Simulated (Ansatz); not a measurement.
Born–Oppenheimer molecular dynamics of Cl4FH2Ta (8 atoms, charge 0, multiplicity 1). It starts at the highest image of a converged band, a first-order saddle point between two minima.

All numbers below come from RKS PBE-D4/def2-SVP (Ansatz).

```yaml
ensemble: NVE (velocity Verlet)
time_step: 0.5 fs
steps_asked: 200
starting_velocities_drawn_for: 300 K
seed: 8273
```

First frame:

```xyz
8
Properties=species:S:1:pos:R:3
Ta -0.179 -0.312 0.167
F 1.926 0.420 0.330
Cl -0.198 -0.393 2.495
Cl 0.358 -1.001 -1.993
Cl -0.568 1.918 -0.187
Cl -2.247 -1.299 0.046
H 1.209 -1.561 0.500
H 1.850 -0.690 0.479
```

(1) How far do the bonds stretch over the last three quarters of this one trajectory? (Pairs bonded in most of those frames.)

Answers

(1) 
| bond | mean (Å) | spread (Å) | shortest | longest |
| --- | --- | --- | --- | --- |
| Ta1–F2 | 2.488 | 0.093 | 2.32 | 2.60 |
| Ta1–Cl3 | 2.330 | 0.005 | 2.32 | 2.34 |
| Ta1–Cl4 | 2.338 | 0.006 | 2.33 | 2.35 |
| Ta1–Cl5 | 2.322 | 0.039 | 2.25 | 2.37 |
| Ta1–Cl6 | 2.282 | 0.006 | 2.27 | 2.29 |
| Ta1–H7 | 1.812 | 0.074 | 1.68 | 1.94 |
| F2–H8 | 0.964 | 0.019 | 0.94 | 1.02 |

Pairs bonded in part of these frames only: Ta1–H8 50 %.

Mean temperature of the second half: 169 K. The conserved energy stayed within 0.039 meV per atom of its start (net change 0.036 meV per atom), so the integration is sound. A run of 0.1 ps of so small a system gives no equilibrium averages. The orbitals stay closed-shell, which can raise the energy where a bond breaks towards radicals; this wasn't checked here.

Run time: 6.3 min on 4 threads of Arm Neoverse V1 (shared host), peak memory 0.2 GiB.
